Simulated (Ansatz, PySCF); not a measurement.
Reaction (SMILES): O[Si]([SiH3])([SiH3])[SiH3] → [O][Si]([SiH3])([SiH3])[SiH3] + H atom (the H-O bond at the site shown breaks; other sites are not compared here)
Each molecule is optimised on its own at B3LYP-D3(BJ)/def2-TZVP (Ansatz, a program for electronic structure), one conformer each, not searched for the lowest. Frequencies are from Ansatz or PySCF.
Geometry of the first species:
```
Si
O 1 1.6728
H 2 0.9610 1 117.74
Si 1 2.3436 2 106.47 3 -180.00
H 4 1.4829 1 111.19 2 -60.88
H 4 1.4829 5 109.07 1 -122.98
H 4 1.4846 5 108.72 6 -118.40
Si 1 2.3541 2 111.73 3 -60.50
H 8 1.4838 1 111.54 2 -62.42
H 8 1.4843 9 108.79 1 120.81
H 8 1.4862 9 108.22 10 117.55
Si 1 2.3541 2 111.73 3 60.50
H 12 1.4838 1 111.54 2 62.42
H 12 1.4843 13 108.79 1 -120.81
H 12 1.4862 13 108.22 14 -117.55
```
Charge 0, spin multiplicity 1.

Wanted: bond dissociation energy (enthalpy at 298 K, with B3LYP-D3(BJ) rigid-rotor harmonic-oscillator terms), in kcal/mol. Cores are frozen in the correlated levels unless marked. UHF or UKS for open shells. No spin-orbit coupling. No relativistic terms. Basis-set limits of correlation are two-point, X^-3; Hartree-Fock from the larger set.

Level to compare with: CCSD(T)/CBS(cc-pV(T+d)Z,cc-pV(Q+d)Z) (Ansatz), 111.2 kcal/mol. It is a level with limits of its own, and the differences hold the functionals' basis error too.

### Question
Rank these functionals by how close they come to CCSD(T)/CBS(cc-pV(T+d)Z,cc-pV(Q+d)Z), closest first: wB97X-V/def2-TZVPD (Ansatz); B97M-V/def2-TZVPD (Ansatz); CAM-B3LYP/def2-TZVPD (Ansatz).

### Answer
wB97X-V/def2-TZVPD (range-separated hybrid with VV10, 108.0 kcal/mol, difference -3.2), CAM-B3LYP/def2-TZVPD (range-separated hybrid, 106.9 kcal/mol, difference -4.3), B97M-V/def2-TZVPD (meta-GGA with VV10, 104.2 kcal/mol, difference -7.0)
